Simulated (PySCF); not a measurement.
Structure problem from calculated spectra and properties.

Formula: C6H7N3O.

* Triplet: lowest triplet excitation (Tamm–Dancoff): 3.47 eV [TDA B3LYP/def2-SVPD]
* Dipole: 3.21 D [B3LYP/def2-SVPD]
* 1H NMR: chemical shifts (computed TMS as zero) by class: 7.73 (1 H), 6.88 (1 H), 6.84 (1 H), 5.34 (1 H), 2.71 (3 H) ppm [GIAO B3LYP/pcSseg-1]
* Polarisability: 100.6 au [B3LYP/def2-SVPD]
* Valence photoelectron: vertical ionisation energy: 9.44 eV [ΔSCF B3LYP/def2-SVPD]
* UV, strongest line: among the 10 lowest singlet transitions: S8 at 6.02 eV (206 nm, f = 0.413) [TDDFT B3LYP/def2-SVPD]
* Rotational structure: rotational constants A, B, C: 4.444, 0.747, 0.642 GHz [PBE0-D3(BJ)/def2-SVP]
* 13C NMR: chemical shifts (computed TMS as zero) by class: 196.4 (1 C), 153.0 (1 C), 135.6 (1 C), 129.7 (1 C), 113.6 (1 C), 29.7 (1 C) ppm [GIAO B3LYP/pcSseg-1]
* UV, first state: lowest singlet excitation: 3.95 eV (314 nm, f = 0.000) [TDDFT B3LYP/def2-SVPD]

Electronic properties: PySCF, gas phase, density fitting. Levels stand in brackets. NMR shifts are as computed; neighbouring signals can stand in another order in a measured spectrum. Geometry: PBE0-D3(BJ)/def2-SVP, one conformer, isolated molecule. Each NMR value is the plain mean over a class of atoms that symmetry, rotation or inversion makes alike.

Problem. Propose a structure and show how it fits.

Solution. Numbering: `[CH2:1]=[CH:2][n:3]1[cH:4][c:5]([C:6]([CH3:7])=[O:8])[n:9][n:10]1`. Its formula, C6H7N3O, gives 5 degrees of unsaturation: 1 ring and 4 π bonds in the structure found (Kekulé form). 6 carbons fall into 6 classes; from least to most shielded: ketone carbonyl carbon [C6] (196.4 ppm), substituted aromatic carbon [C5] (153.0 ppm), vinylic carbon bearing nitrogen [C2] (135.6 ppm), aromatic CH next to a ring nitrogen [C4] (129.7 ppm), terminal =CH2 carbon [C1] (113.6 ppm), methyl carbon next to a carbonyl [C7] (29.7 ppm). Hydrogen classes from least to most shielded: 1 H on an aromatic CH next to a ring nitrogen, C4 (7.73 ppm), 1 H on a vinylic carbon bearing nitrogen, C2 (6.88 ppm), 1 H on a terminal =CH2 carbon, C1 (6.84 ppm), 1 H on a terminal =CH2 carbon, C1 (5.34 ppm), 3 H on a methyl carbon next to a carbonyl, C7 (2.71 ppm, a mean of values up to 1.0 ppm apart in this geometry). By its constants the optimised geometry is an asymmetric top. Structure: `C=CN1C=C(C(C)=O)N=N1`. Computed isomers that give other values at the same levels: `C=Cn1nncc1C(C)=O` (rotational constant A: 2.100 GHz; this holds for the one conformer computed); `C#CCn1ncc(OC)n1` (13C chemical shifts (computed TMS as zero) by class: 168.6 (1 C), 123.9 (1 C), 79.9 (1 C), 77.6 (1 C), 56.9 (1 C), 45.7 (1 C) ppm); `Cc1nnc(C=O)c(C)n1` (rotational constant A: 3.001 GHz; this holds for the one conformer computed). The assignments are read from this structure; whether some other isomer fits the data as well wasn't checked.

The values belong to the conformer `[CH2:1]=[CH:2][n:3]1[cH:4][c:5]([C:6]([CH3:7])=[O:8])[n:9][n:10]1`: C1–C2–N3–C4 179°, C4–C5–C6–C7 -179°.
